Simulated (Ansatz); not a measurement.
A structure relaxed at PBE0-D4/def2-TZVP, charge 0, multiplicity 1:

| atom | x (Å) | y (Å) | z (Å) |
| --- | --- | --- | --- |
| S1 | 1.576 | 1.252 | 1.020 |
| Sn2 | 0.100 | -0.543 | 0.416 |
| Se3 | -0.316 | -0.558 | -2.081 |
| H4 | 0.782 | 2.194 | 0.487 |
| H5 | 0.938 | -1.956 | 0.860 |
| H6 | -1.409 | -0.364 | 1.187 |
| H7 | -1.671 | -0.025 | -1.889 |

Problem. Give its formula and SMILES.

Solution. H4SSeSn, `[SH][SnH2][SeH]`.

Problem. Summarise the bond lengths by kind.

Solution. 1 × S–Sn 2.401 Å; 1 × H–S 1.343 Å; 1 × Se–Sn 2.531 Å; 2 × H–Sn 1.701 to 1.704 Å; 1 × H–Se 1.468 Å.

Program: Ansatz 0.2.0.
